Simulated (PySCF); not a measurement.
Compound: C4H9As.
Bonds: C1–C2, C2–C3, C3–As4, As4–C5, C1–C5. Hydrogens: H6, H7 on C1; H8, H9 on C2; H10, H11 on C3; H12 on As4; H13, H14 on C5.

Computed with core-valence-separated Tamm–Dancoff BHandHLYP/aug-pcX-1 (pcseg-1 on H, def2-SVPD on As) in PySCF, non-relativistic, gas phase, PBE0-D3(BJ)/def2-SVP geometry.

Computed carbon K-edge spectrum, Gaussian lines of 0.6 eV full width, highest printed point 100; it ends one width below the last computed root. BHandHLYP without relativity tends to put these K edges a few eV too low, so spacings mean more than positions.

photon energy (eV), absorption and a bar:
```
    284.2          1 
    284.3          2 
    284.4          4 #
    284.5          9 ###
    284.6         17 #####
    284.7         28 ########
    284.8         40 ############
    284.9         49 ###############
    285.0         52 ################
    285.1         51 ###############
    285.2         47 ##############
    285.3         46 ##############
    285.4         49 ###############
    285.5         57 #################
    285.6         68 ####################
    285.7         79 ########################
    285.8         90 ###########################
    285.9         97 #############################
    286.0        100 ##############################
    286.1         96 #############################
    286.2         85 #########################
    286.3         69 #####################
    286.4         51 ###############
```

Problem. Assign the maxima to core holes.

Solution. 2 maxima:
- 285.0 eV: C5 (ring CH2 carbon), 284.99 eV, f = 0.035, 47 % of the height at the exact maximum; C3 (ring CH2 carbon), 284.96 eV, f = 0.035, 46 % of the height at the exact maximum
- 286.0 eV: C2 (ring CH2 carbon), 286.00 eV, f = 0.027, 19 % of the height at the exact maximum; C5 (ring CH2 carbon), 286.11 eV, f = 0.029, 19 % of the height at the exact maximum; C3 (ring CH2 carbon), 286.07 eV, f = 0.027, 18 % of the height at the exact maximum; C1 (ring CH2 carbon), 285.97 eV, f = 0.022, 16 % of the height at the exact maximum

Further lines of some strength in the range: C1/C2, 285.54 eV, f = 0.029, sum of 2; C3, 285.64 eV, f = 0.019; C5, 285.73 eV, f = 0.024; C2 + C3, 286.31 eV, f = 0.016, sum of 2; C1, 286.33 eV, f = 0.009.

Roots within 0.03 eV on the same or equivalent atoms count as one line; shares under 12 % aren't listed.

Vibrational structure and lifetime widths aren't in the curve. The ionisation threshold wasn't computed; near and above it a finite basis only mimics Rydberg series and continuum. The BHandHLYP/aug-pcX-1 (pcseg-1 on H, def2-SVPD on As) calculation is non-relativistic and has no spin–orbit coupling, an omission that weighs most on arsenic.

One conformer stands for the species.
